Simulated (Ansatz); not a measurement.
Start from `[SiH3][Sb]([Cl])[Cl]` and change one atom or group to get `[SiH3][SbH][Cl]`.

Ansatz, PBE0-D4/def2-TZVP geometries, multiplicity 1. 

Elements past krypton have def2 core potentials.

```
                                          property  `[SiH3][Sb]([Cl])[Cl]`
    zero-point energy (PBE0-D4/def2-TZVP) / kJ/mol                    70.6
    size of the dipole moment (PBE/def2-TZVPP) / D                    2.53
               LUMO energy (B3LYP/def2-TZVPP) / eV                   -2.12
size of the dipole moment (ωB97M-V/def2-TZVPP) / D                    2.82
                 HOMO energy (PBE/def2-TZVPP) / eV                   -6.27
                HOMO energy (PBE0/def2-TZVPP) / eV                   -7.31
```

(1) What does the change do to each property? (Best estimate.)

## Answers

(1) Ansatz gave: 
```tsv
property	`[SiH3][SbH][Cl]`	shift
zero-point energy (PBE0-D4/def2-TZVP) / kJ/mol	85.7	15.1
size of the dipole moment (PBE/def2-TZVPP) / D	2.20	-0.33
LUMO energy (B3LYP/def2-TZVPP) / eV	-2.03	0.09
size of the dipole moment (ωB97M-V/def2-TZVPP) / D	2.43	-0.39
HOMO energy (PBE/def2-TZVPP) / eV	-6.26	0.01
HOMO energy (PBE0/def2-TZVPP) / eV	-7.28	0.03
```

Dipoles are sizes alone; their direction can turn.

B3LYP here is the variant with VWN-RPA as its local correlation; programs differ in this.

Spin–orbit coupling is left out; it splits and shifts lone-pair levels of the heavy atoms by tenths of an eV.
